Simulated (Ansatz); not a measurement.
```yaml
crystal:
  periodic: [true, true, true]
  atoms:
    - {symbol: N, position_ang: [-1.703107, 1.110966, -0.095615]}
    - {symbol: Si, position_ang: [-0.591268, -0.333427, -0.072354]}
    - {symbol: C, position_ang: [1.294837, 0.077264, 0.730692]}
    - {symbol: Te, position_ang: [1.980040, -1.522108, 0.783283]}
    - {symbol: H, position_ang: [-1.226567, 1.744063, -1.028969]}
    - {symbol: H, position_ang: [-2.059669, 1.638981, 0.524287]}
    - {symbol: H, position_ang: [-0.304685, -0.520858, -1.701842]}
    - {symbol: H, position_ang: [-1.313274, -1.178481, 0.771083]}
    - {symbol: H, position_ang: [1.752511, 0.694682, -0.176356]}
    - {symbol: H, position_ang: [0.956790, 0.850029, 1.486460]}
    - {symbol: H, position_ang: [1.743146, -2.214697, -1.122100]}
basis:
  gaussian: {orbitals: def2-TZVPD}
hamiltonian: {xc: {name: r2SCAN50}, dispersion: d4}
```

```sh
$ ansatz run in.yaml --threads 4 --pin off --events-out ev --progress --plain --max-ram 10444MiB
```

Task: How does Ansatz answer? (Best estimate.)

Result: Ansatz gave: The program refused the input.
```
Error: YAML parse error: error: line 2 column 3: crystal: missing field `lattice` (a structure is typed as `lattice` and `atoms`, a molecule's as `atoms` in Å alone, or read from a run's directory, `checkpoint`)
 --> <input>:2:3
1 | crystal:
2 |   periodic: [true, true, true]
3 |   atoms:
4 |     - {symbol: N, position_ang: [-1.703107, 1.110966, -0.095615]}
```
